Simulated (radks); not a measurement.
Spherical quantum dot in the effective-mass picture: electrons in a hard-walled sphere of radius 5.39, with a point charge +2 (a donor) at the centre, all in effective atomic units (hartree* = m*/eps^2 hartree, bohr* = eps/m* bohr), one dielectric constant everywhere. Method: non-relativistic Kohn-Sham, LDA (Slater exchange, Perdew-Wang correlation), spin-polarised, spherical densities; computed with a radial shooting solver with Libxc functionals. Levels are named by radial order and angular momentum (1s, 1p, 1d, 2s, ...), and open shells are averaged over m. Results are scaled to m* = 0.063 and eps = 12.7, for which hartree* = 10.63 meV and bohr* = 10.67 nm.

N = 14, configuration 1s2 1p6 1d(up 4, down 0) 2s2. This is the lowest configuration that the search found. Occupied and some empty levels:

level,occupation,eigenvalue (meV),<r> (nm)
1s up,1,29.406,16.05
1s down,1,29.501,14.48
2s up,1,31.819,33.74
1p up,3,32.023,39.29
2s down,1,32.217,35.12
1p down,3,32.496,39.14
1d up,4,33.768,40.91
1d down,0,34.258,40.86
1f up,0,36.103,42.12
1f down,0,36.599,42.11
1g up,0,38.988,43.11
1g down,0,39.487,43.13
2p up,0,40.043,28.64
2p down,0,40.294,28.52

Energy (meV): total 184.180, kinetic 90.982, external -143.08, Hartree 281.13, exchange-correlation -44.849.

Electron density:

r (nm),n(r) (e/nm^3)
2.95,0.001005
5.82,0.0003766
8.68,0.0001513
11.6,0.00006528
14.4,0.00003124
17.3,0.00001806
20.2,0.00001388
23.0,0.00001396
25.9,0.00001625
28.8,0.00001971
31.6,0.00002358
34.5,0.00002706
37.4,0.00002927
40.2,0.00002930
43.1,0.00002655
46.0,0.00002108
48.8,0.00001388
51.7,6.782e-06
54.6,1.759e-06
57.4,3.581e-09
